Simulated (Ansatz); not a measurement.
Isolated molecules relaxed with PBE0-D4/def2-TZVP in Ansatz; ΔE leaves out vibrations. CBS: MP2 limit from def2 TZ/QZ plus the TZ coupled-cluster correction, frozen cores. Functionals use def2-TZVPP. Each species was taken in one conformer, which may not be the lowest.

`BSC(=C)Cl` + `CC(C)F` → `BC(C)(C)F` + `C=C(S)Cl`  (formal exchange of groups at a B–S bond)

```csv
level,ΔE (eV)
r2SCAN0-D4,1.20
CCSD/def2-SVP,1.18
```

(1) What does CCSD(T)/CBS give? (Best estimate.)

Largest T1 diagnostic among the species: 0.014.

Results:

(1) Computed: +1.16 eV. The listed levels differ from it by 0.04, 0.02 eV.

From BLYP to BHLYP (50 % exact exchange), in def2-TZVPP and without D4, ΔE moves by −0.06 eV. Leaving LDA and LC-ωPBE aside and taking each functional with its dispersion term where it has one, the values, not all of them listed here, spread over 0.13 eV, from ωB97X-V to PBE-D4. In def2-TZVPP, CCSD(T) changes the Hartree–Fock value by +0.10 eV (the triples alone add +0.04 eV) and MP2 by +0.14 eV.
